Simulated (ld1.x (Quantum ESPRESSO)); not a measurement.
# Configuration tests for cerium (Ce) (TM)

ld1.x (Quantum ESPRESSO) 7.5 input, shortened:

```
&input
   title='Ce', zed=58., rel=1, dft='PBE', iswitch=3,
   config='[Xe] 4f1 5d1 6s1 6p0'
 /
 &inputp
   pseudotype=2, tm=.true., lloc=0,
   nlcc=.true., new_core_ps=.true., rcore=1.45
 /
3
5P  2  1   6.00   0.00  2.10  2.10  0.0
5D  3  2   1.00   0.00  3.80  3.80  0.0
5S  1  0   2.00   0.00  1.40  1.40  0.0
 &test
   configts(1)='5s2 5p6 5d1 6s1 6p0'
 /
```

Occupied shells without a wave of their own: 6s. They enter only through the test configuration that unscreens the potential, and ld1.x also counts them in the model core charge.

Energies are relative to the spin-unpolarised reference configuration 5s2 5p6 5d1 6s1 6p0; without spin polarisation the order of configurations can differ from experiment.

ld1.x takes every shell without a wave as core, so the model core holds the 6s electrons as well and exchange and correlation see them twice. This cancels in the reference configuration, but the file is broken for other ones, and its errors say nothing about a proper core correction.

```csv
valence configuration,charge,ΔE all-electron (eV),error AE − PS (meV)
5s2 5p6 5d1 6s2 6p0,0,-6.070,-40
5s2 5p6 5d1 6s0 6p0,+2,11.081,-180
5s2 5p6 5d0 6s0 6p0,+3,30.260,-347
5s2 5p5 5d1 6s2 6p0,+1,21.790,+5.0
5s2 5p6 5d1.5 6s1.5 6p0,0,-5.673,-41
5s1 5p6 5d1 6s2 6p0,+1,39.666,-10
5s2 5p6 5d1 6s0 6p2,0,-1.072,-168
```

Levels in the configuration 5s2 5p5 5d1 6s2 6p0:

```csv
level,all-electron (eV),pseudo (eV)
5s,-50.614,-50.619
5p,-32.793,-32.785
5d,-11.002,-10.903
6s,-9.813,-9.788
```
